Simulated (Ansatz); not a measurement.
# One molecule, several partners

H₂Te beside different partners, each pair relaxed from a docking trial to one local arrangement, named by its closest contact against the van der Waals radii; a more strongly bound one may exist. Pairs that react, share a proton or have a doubtful reference are left out. Counterpoise interaction energies from the frozen fragments; negative means bound. Gas-phase electronic energies, without zero-point energy, by CCSD(T) at an estimated basis limit (MP2 extrapolated from triple and quadruple zeta, plus CCSD(T) − MP2 in triple zeta); Ansatz 0.2.0, def2-TZVPPD and QZVPPD, frozen cores, core potentials past krypton, on PBE0-D4/def2-TZVP structures. Extrapolation: Hartree–Fock as exp(−7.88 √X), correlation as X^−2.97.

| partner | closest contact, atom of H₂Te first (Å) | interaction energy (kcal/mol) |
| --- | --- | --- |
| HF | Te···H 2.57 | ? |
| CO | Te···C 3.92 | -0.52 |
| HCl | Te···H 2.68 | -2.88 |
| H₂O₂ (SMILES OO) | Te···H 2.74 | -3.75 |
| HBr | Te···H 2.67 | -2.82 |
| C₂H₄ (SMILES C=C) | Te···C 3.54 | -2.11 |

Problem. What is the interaction energy with HF? (Judge from chemistry; the value comes from the calculation.)

Solution. The calculation gives: -4.15 kcal/mol. It counts from the two fragments frozen as in the pair.

Problem. Which of these pairs would not bind at these structures without electron correlation? (A judgement: the text doesn't fix the answer.)

Solution. By the calculation: HCl, HBr, C₂H₄ (SMILES C=C), CO: the Hartree–Fock interaction is repulsive at this distance, so correlation does the binding there; at its own, longer distance Hartree–Fock may still bind a polar pair.

The T1 diagnostic stays at or below 0.019. The filled d shells of Br, Te are correlated in sets not built for that, so values that involve them are less sure.

For scale, one of the runs: CCSD(T)/def2-TZVPPD, 235 basis functions, launched by `ansatz run in.yaml --threads 4 --pin off --events-out ev --progress --plain --max-ram 9574MiB`. Hardware: 4 CPU threads of an Arm Neoverse V1, shared host. Wall time 120 s; peak host memory 4.7 GiB.
